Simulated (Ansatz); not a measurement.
Total energies of `CC(=O)SC12CC3CC(CC(C3)C1)C2` from Ansatz at PBE0-D4/def2-SVP, gas phase (1 Eh = 27.2114 eV = 2625.5 kJ/mol). The reference geometry is relaxed at PBE0-D4/def2-SVP.

```xyz
32

C    -1.739   -4.293   -0.626
C    -1.273   -2.865   -0.764
O    -1.409   -2.219   -1.772
S    -0.514   -2.269    0.733
C    -0.045   -0.531    0.364
C    -1.273    0.326    0.041
C    -0.835    1.783   -0.154
C     0.175    1.861   -1.304
C     1.403    1.010   -0.967
C     2.048    1.528    0.322
C     1.036    1.442    1.468
C    -0.188    2.300    1.133
C     0.602   -0.015    1.659
C     0.977   -0.451   -0.776
H    -2.488   -4.372    0.176
H    -2.179   -4.614   -1.579
H    -0.897   -4.950   -0.360
H    -2.000    0.250    0.867
H    -1.759   -0.053   -0.870
H    -1.721    2.392   -0.397
H    -0.288    1.503   -2.239
H     0.475    2.909   -1.473
H     2.130    1.063   -1.794
H     2.381    2.571    0.189
H     2.946    0.934    0.562
H     1.499    1.801    2.402
H    -0.914    2.265    1.963
H     0.112    3.355    1.013
H     1.472   -0.643    1.917
H    -0.115   -0.095    2.493
H     1.851   -1.077   -0.530
H     0.530   -0.846   -1.698
```

```tsv
state	geometry	energy (Eh)
charge 0 singlet	reference	-940.33170
charge 1 doublet	reference	-940.00618
charge 1 doublet	relaxed at PBE0-D4/def2-SVP	-940.01516
charge -1 doublet	reference	-940.27520
charge -1 doublet	relaxed at PBE0-D4/def2-SVP	-940.30147
free C atom (triplet)	–	-37.76066
free O atom (triplet)	–	-74.92490
free S atom (triplet)	–	-397.83788
free H atom (doublet)	–	-0.50029
```

Q: Work out the vertical ionisation energy to the doublet.

A: E(charge 1 doublet) − E(charge 0 singlet) = -940.00618 − (-940.33170) = 0.32552 Eh = 8.86 eV. For comparison, −ε of the highest occupied level is 7.04 eV at this level, 1.82 eV less.

Q: Work out the vertical electron affinity, to the doublet.

A: E(charge 0 singlet) − E(charge -1 doublet) = -940.33170 − (-940.27520) = -0.05650 Eh = -1.54 eV; negative, so the extra electron isn't bound. The basis lacks diffuse functions, which makes affinities too small.

Q: Give the fundamental gap IE − EA, the Mulliken electronegativity (IE + EA)/2 and the hardness (IE − EA)/2.

A: From the values in Eh: IE − EA = 0.32552 − (-0.05650) = 0.38202 Eh = 10.40 eV; (IE + EA)/2 = 3.66 eV; (IE − EA)/2 = 5.20 eV. The HOMO–LUMO gap of the same run is 6.77 eV, 3.63 eV smaller than the fundamental gap.

Q: How much does the charge 1 doublet relax, and what is the adiabatic ionisation energy?

A: Relaxation: -940.00618 − (-940.01516) = 0.00898 Eh = 0.24 eV. Adiabatic ionisation energy: 0.31654 Eh = 8.61 eV, without zero-point energy. 

Q: How much does the charge -1 doublet relax, and what is the adiabatic electron affinity?

A: Relaxation: -940.27520 − (-940.30147) = 0.02627 Eh = 0.71 eV. Adiabatic electron affinity: -0.03023 Eh = -0.82 eV, without zero-point energy. 

Q: What is the binding energy per atom against free atoms?

A: Atoms: 12 × (-37.76066) + 1 × (-74.92490) + 1 × (-397.83788) + 18 × (-0.50029) = -934.89592 Eh. Binding: -934.89592 − (-940.33170) = 5.43578 Eh = 147.92 eV, or 4.62 eV for each of 32 atoms (no zero-point energy, no counterpoise term).

At PBE0-D4/def2-SVP the highest occupied level of the charge -1 doublet lies above zero (up to 3.47 eV). By energy differences it is unbound by 1.54 eV (vertical, to the charge 0 singlet, at PBE0-D4/def2-SVP) and held by the finite basis. At PBE0-D4/def2-SVP the highest occupied level of the relaxed charge -1 doublet lies above zero (up to 1.63 eV). By energy differences, losing it releases 0.82 eV (each at its own geometry, to the charge 0 singlet, at PBE0-D4/def2-SVP).
